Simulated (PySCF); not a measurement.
Assigning NMR signals

Atoms are numbered as in `[SiH3:1][O:2][c:3]1[cH:4][cH:5][o:6][cH:7]1`. Hydrogens are named by the atom that carries them.

PySCF 2.14.0 with density-fitted response routines calculation with geometry from GFN2-xTB and shielding tensors at PBE0/pcSseg-1 (GIAO); in vacuum, relativity neglected, one averaged value for each set of equivalent atoms, one conformer.

Shifts are taken against calculated references (same method and geometry level): TMS for ¹³C (186.93 ppm) and ¹H (31.72 ppm).

(1) Assign these signals to the numbered atoms. ¹³C{¹H} NMR (computed): δ 152.4, 145.6, 134.0, 107.9.

(2) Assign these signals to the numbered atoms. ¹H NMR (400 MHz, computed): δ 7.43 (m, 1H), 7.31 (m, 1H), 6.33 (m, 1H), 5.13 (s, 3H).

Answers

(1) 
| δ (ppm) | atoms | environment | reason |
| --- | --- | --- | --- |
| 152.4 | C3 | aromatic carbon bearing oxygen | an ipso carbon deshielded by its heteroatom |
| 145.6 | C5 | aromatic CH next to the ring oxygen | – |
| 134.0 | C7 | aromatic CH next to the ring oxygen | – |
| 107.9 | C4 | aromatic CH | π donation from the O or N substituent raises the electron density at positions ortho and para to it |

(2) 
```tsv
δ (ppm)	atoms	environment	reason
7.43	H(C7)	hydrogen on an aromatic CH next to the ring oxygen	it sits in the deshielding region of the aromatic ring current
7.31	H(C5)	hydrogen on an aromatic CH next to the ring oxygen	–
6.33	H(C4)	hydrogen on an aromatic CH	π donation from the O or N substituent shields it against benzene
5.13	H(Si1)	hydrogen on a silicon bonded to O	–
```

Shifts are as computed. Against solution values, carbons near 30 ppm lie about +3 ppm off and those near 130 ppm about +5 ppm. Of 1211 compounds with measured shifts, 218 miss one by over three times the rms of a fit or turn the order of signals round; such compounds aren't used in these exercises. Multiplicities follow the n + 1 count of equivalent neighbours, as no J values were calculated; m marks all less simple cases, F and P coupling included.
